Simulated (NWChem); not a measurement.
**Basis-set convergence for H$_{4}$BClS**

SMILES: ClB.S
```xyz
7

B     -0.9523    -0.1592     0.0000
H     -1.5775     0.0059    -1.0368
H     -1.5775     0.0059     1.0368
Cl     0.2029    -1.5790     0.0000
S      0.1469     1.5659     0.0000
H      1.0583     1.2863     0.9806
H      1.0583     1.2863    -0.9806
```
Charge 0, spin multiplicity 1.

The numbers come from NWChem runs, not from measurements. All single points use one geometry, from PBE/def2-SVP, a minimum by its harmonic frequencies.

Quantity: dipole moment at the level PBE.

The Pople sets run with spherical d functions. The structure started from a generated list of species.

| basis | functions | dipole moment (D) |
|---|---|---|
| 3-21G | 43 | ? |
| 6-31+G* | 70 | 4.39 |
| cc-pVDZ | 70 | ? |
| pcseg-1 | 70 | 4.43 |
| 6-311G** | 94 | 4.42 |
| 6-311++G** | 110 | 4.35 |
| def2-TZVP | 129 | 4.12 |
| cc-pVTZ | 154 | 4.14 |
| pcseg-2 | 154 | ? |
| def2-TZVPD | 165 | 4.05 |

Task: Fill in the missing entries.

Result: 
- 3-21G, dipole moment (D): 4.54
- cc-pVDZ, dipole moment (D): 4.30
- pcseg-2, dipole moment (D): 4.24
